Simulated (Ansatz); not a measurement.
Reaction (ligand exchange at the Sn–C bond): `FBN[CH2][SnH3]` + CH₃SH → `C[S][SnH3]` + `CNBF`

Calculated with Ansatz (gas phase, PBE0-D4/def2-TZVP geometries, no zero-point term in ΔE). CCSD(T)/CBS is the MP2 limit (def2-TZVPP, def2-QZVPP) plus CCSD(T) − MP2 in def2-TZVPP, frozen cores. This one scheme is used for every species. Functionals use def2-TZVPP. B3LYP here is the variant with VWN-RPA as its local correlation; programs differ in this. Elements past krypton have def2 core potentials. For Sn outer-core shells are correlated without core-valence functions, which leaves a few kJ/mol of doubt a bond. One conformer a species, not always the lowest.

`FBN[CH2][SnH3]`:

Cartesian coordinates in Å:
```
F -2.481 0.568 0.854
B -1.574 1.439 0.392
N -0.502 0.971 -0.361
C -0.227 -0.406 -0.707
Sn 1.520 -1.185 0.317
H -1.703 2.603 0.635
H 0.177 1.641 -0.683
H -0.088 -0.521 -1.784
H -1.083 -1.018 -0.422
H 1.928 -2.744 -0.253
H 2.820 -0.113 0.018
H 1.213 -1.236 1.995
```

CH₃SH:

Z-matrix (Å, degrees):
```
C
S 1 1.806
H 1 1.089 2 111.5
H 1 1.089 2 111.5 3 -123.8
H 1 1.090 2 106.2 3 118.1
H 2 1.342 1 97.1 3 61.9
```

`C[S][SnH3]`:

```xyz
9

C    -1.490   -0.649   -0.158
S    -0.873    1.044   -0.391
Sn    1.437    0.701    0.137
H    -2.559   -0.622   -0.373
H    -1.351   -0.988    0.868
H    -1.015   -1.347   -0.848
H     1.556    0.100    1.732
H     2.206    2.211   -0.021
H     2.088   -0.450   -0.947
```

`CNBF`:

Cartesian coordinates in Å:
```
C -1.108 -0.324 -0.001
N 0.259 -0.147 0.427
B 1.256 0.512 -0.278
F 2.484 0.596 0.251
H -1.813 0.139 0.696
H -1.240 0.146 -0.976
H -1.368 -1.382 -0.098
H 0.484 -0.550 1.324
H 1.047 1.009 -1.347
```

**Question.** Is it downhill or uphill in electronic energy at CCSD(T)/CBS, and by how much? (Estimate.)

**Answer.** The calculation gave: Downhill: ΔE = -0.88 eV.

**Question.** What do these levels give: B3LYP-D4, CAM-B3LYP-D4, ωB97M-V, B2PLYP, PBE, B3LYP, r2SCANh, HF/def2-SVP, CCSD/def2-SVP, CCSD(T)/def2-SVP, CCSD(T)/def2-TZVPP, HF/CBS(def2)? (Best estimate.)

**Answer.** The calculation gave: B3LYP-D4 -0.89, CAM-B3LYP-D4 -0.87, ωB97M-V -0.88, B2PLYP -0.89, PBE -0.88, B3LYP -0.90, r2SCANh -0.92, HF/def2-SVP -1.02, CCSD/def2-SVP -0.88, CCSD(T)/def2-SVP -0.87, CCSD(T)/def2-TZVPP -0.83, HF/CBS(def2) -1.00 eV.

**Question.** What do rigid-rotor, harmonic-oscillator terms from PBE0-D4/def2-TZVP frequencies (298.15 K, 1 bar) make of the CCSD(T)/CBS value? (Estimate.)

**Answer.** Ansatz gave: ΔZPE = +0.08 eV, ΔH = -0.80 eV, ΔS = 1 J/(mol·K), ΔG = -0.80 eV. Modes under 50 cm⁻¹ make the entropy rough.

Largest T1 diagnostic among the species: 0.013.

From PBE to PBE0 (25 % exact exchange), in def2-TZVPP and without D4, ΔE moves by −0.03 eV. In def2-TZVPP, CCSD(T) changes the Hartree–Fock value by +0.17 eV (the triples alone add +0.01 eV) and MP2 by +0.14 eV. Leaving LDA and LC-ωPBE aside and taking each functional with its dispersion term where it has one, the values, not all of them listed here, spread over 0.08 eV, from BHLYP-D4 to BLYP-D4. LDA lies +0.06 eV from PBE without D4.
